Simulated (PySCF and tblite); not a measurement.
4 E/Z isomers of C7H12, numbered alike:

```
isomer                                              SMILES   descriptors
     A  [CH3:1]/[CH:2]=[CH:3]/[CH:4]=[CH:5]\[CH2:6][CH3:7]  2=3 E, 4=5 Z
     B  [CH3:1]/[CH:2]=[CH:3]/[CH:4]=[CH:5]/[CH2:6][CH3:7]  2=3 E, 4=5 E
     C  [CH3:1]/[CH:2]=[CH:3]\[CH:4]=[CH:5]\[CH2:6][CH3:7]  2=3 Z, 4=5 E
     D  [CH3:1]/[CH:2]=[CH:3]\[CH:4]=[CH:5]/[CH2:6][CH3:7]  2=3 Z, 4=5 Z
```

Computed spectrum of one of them (conformer average at 298.15 K; GFN1-xTB geometries, energies OLYP/pcseg-1 (IEF-PCM, acetone) (D3(BJ) added where defined), GIAO shieldings KT2/pcSseg-1 (IEF-PCM, acetone); references on GFN2-xTB geometries), in ppm: ¹H (against TMS): 6.34 (1H), 6.27 (1H), 6.06 (1H), 6.02 (1H), 2.37 (2H), 2.04 (3H), 1.16 (3H). ¹³C (against TMS): 135.6 (1C), 131.6 (1C), 129.6 (1C), 129.3 (1C), 34.5 (1C), 24.0 (1C), 17.3 (1C). Of the H, only those on carbon are given.

(1) Which isomer is it?

Shifts are unscaled: against experiment ¹³C can be off by 15 ppm or more and ¹H by 0.8 ppm. The search found a single conformer for at least one isomer; other rotamers may be missing.

## Answers

(1) B. After a straight-line scaling (slope 0.85 to 1.15) of computed carbon shifts, the largest errors are A 6.1 ppm (at 34.5), B 2.4 ppm (at 34.5), C 5.3 ppm (at 135.6), D 5.6 ppm (at 17.3). Assigned: ¹H (against TMS): 6.34 (H3, 1H), 6.27 (H4, 1H), 6.06 (H5, 1H), 6.02 (H2, 1H), 2.37 (H6, 2H), 2.04 (H1, 3H), 1.16 (H7, 3H). ¹³C (against TMS): 135.6 (C5), 131.6 (C3), 129.6 (C2), 129.3 (C4), 34.5 (C6), 24.0 (C1), 17.3 (C7). For comparison, at another level (GFN2-xTB geometries, energies B3LYP/def2-SVP (IEF-PCM, dimethylsulfoxide) (D3(BJ) added where defined), GIAO shieldings wB97X-D/pcSseg-1 (IEF-PCM, dimethylsulfoxide)) the isomers give: A: ¹H (against TMS): 6.79 (H3, 1H), 6.19 (H4, 1H), 6.15 (H2, 1H), 5.79 (H5, 1H), 2.29 (H6, 2H), 2.00 (H1, 3H), 1.05 (H7, 3H). ¹³C (against TMS): 142.5 (C5), 142.3 (C2), 135.6 (C4), 133.6 (C3), 25.8 (C6), 22.6 (C1), 17.8 (C7). B: ¹H (against TMS): 6.40 (H3, 1H), 6.32 (H4, 1H), 6.07 (H5, 1H), 6.05 (H2, 1H), 2.18 (H6, 2H), 1.94 (H1, 3H), 1.09 (H7, 3H). ¹³C (against TMS): 145.5 (C5), 139.6 (C3), 139.4 (C2), 137.2 (C4), 31.0 (C6), 22.3 (C1), 16.5 (C7). C: ¹H (against TMS): 6.76 (H4, 1H), 6.25 (H3, 1H), 6.21 (H5, 1H), 5.79 (H2, 1H), 2.26 (H6, 2H), 1.97 (H1, 3H), 1.13 (H7, 3H). ¹³C (against TMS): 148.4 (C5), 136.7 (C3), 136.0 (C2), 131.2 (C4), 31.3 (C6), 17.0 (C1), 16.4 (C7). D: ¹H (against TMS): 6.66 (H4, 1H), 6.65 (H3, 1H), 6.00 (H5, 1H), 5.98 (H2, 1H), 2.30 (H6, 2H), 1.98 (H1, 3H), 1.06 (H7, 3H). ¹³C (against TMS): 145.0 (C5), 138.8 (C2), 130.1 (C3), 129.1 (C4), 25.5 (C6), 17.6 (C7), 16.7 (C1).
